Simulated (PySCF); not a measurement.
Isomers of [C7H10FO2]+ (charge +1), one GFN2-xTB conformer each. Single-point energies are computed at PBE0/pcSseg-1 (PySCF, gas phase, no added dispersion term), electronic only.

Problem. Rank them by PBE0/pcSseg-1 energy, lowest first (kcal/mol).
A. `[CH2:1]=[CH:2][C@@H:3]1[CH2:4][O:5][C+:6]([C@H:7]([CH3:8])[F:9])[O:10]1` (charge +1) with C1–C2–C3–C4 118°, O5–C6–C7–C8 -58°
B. `[CH2:1]=[CH:2][C@H:3]([CH2:4][F:5])[C+:6]1[O:7][CH2:8][CH2:9][O:10]1` (charge +1) with C1–C2–C3–C4 -130°, C2–C3–C4–F5 67°, C2–C3–C6–O7 83°

Solution. A (0.0), B (1.8).

Neighbours under 5.0 kcal/mol apart (C=C[C@@H]1CO[C+]([C@H](C)F)O1 and C=C[C@H](CF)[C+]1OCCO1) can change places with a better method, another conformer or zero-point energy. GFN2-xTB itself gives, in the same order: 1.6, 0.0. GFN2-xTB puts C=C[C@H](CF)[C+]1OCCO1 lowest instead.

Problem. Which frontier levels and rotational constants go with these structures?

Solution. 
```json
{"SMILES": "C=C[C@@H]1CO[C+]([C@H](C)F)O1", "HOMO (eV, PBE0/pcSseg-1)": "-12.17", "LUMO (eV)": "-6.69", "A, B, C (MHz)": "2176, 948.0, 797.1"}
{"SMILES": "C=C[C@H](CF)[C+]1OCCO1", "HOMO (eV, PBE0/pcSseg-1)": "-12.13", "LUMO (eV)": "-6.59", "A, B, C (MHz)": "2255, 866.5, 719.9"}
```
